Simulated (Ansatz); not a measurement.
ClF$_{3}$H$_{2}$MoO$_{2}$ (`[OH][Mo]([OH])([F])([F])([F])[Cl]`). Charge 0, multiplicity 1. Mo: def2 effective core potential. All single points use the PBE0-D4/def2-TZVP geometry. It is one conformer, not always the lowest.

```xyz
9

O     0.920    0.750   -1.170
Mo    0.040   -0.032    0.259
O    -0.516   -1.486   -0.707
F    -1.619    0.667   -0.188
F     1.569   -0.916    0.753
F     0.402    1.620    1.044
Cl   -0.798   -0.606    2.305
H     1.331    1.619   -1.087
H    -1.328   -1.616   -1.209
```

(1) What is the dipole moment at ωB97M-V/def2-TZVPP? (Estimate.)

(2) And with PBE, r2SCAN, B3LYP? (Best estimate.)

(3) Give the Mulliken charges with ωB97M-V, B3LYP, r2SCAN in def2-TZVPP. (An estimate is asked.)

## Answers

(1) The calculation gave: 2.83 D, with components (-0.19, -0.26, -2.81) D in this frame, pointing from negative to positive charge.

(2) The calculation gave: PBE 2.66 D, r2SCAN 2.74 D, B3LYP 2.68 D.

(3) Computed: 
```csv
atom,ωB97M-V,B3LYP,r2SCAN
O1,-0.37,-0.39,-0.40
Mo2,1.44,1.54,1.52
O3,-0.36,-0.38,-0.39
F4,-0.34,-0.36,-0.34
F5,-0.31,-0.33,-0.32
F6,-0.34,-0.36,-0.35
Cl7,-0.17,-0.20,-0.22
H8,0.23,0.23,0.25
H9,0.23,0.24,0.25
```

B3LYP here is the variant with VWN-RPA as its local correlation; programs differ in this.
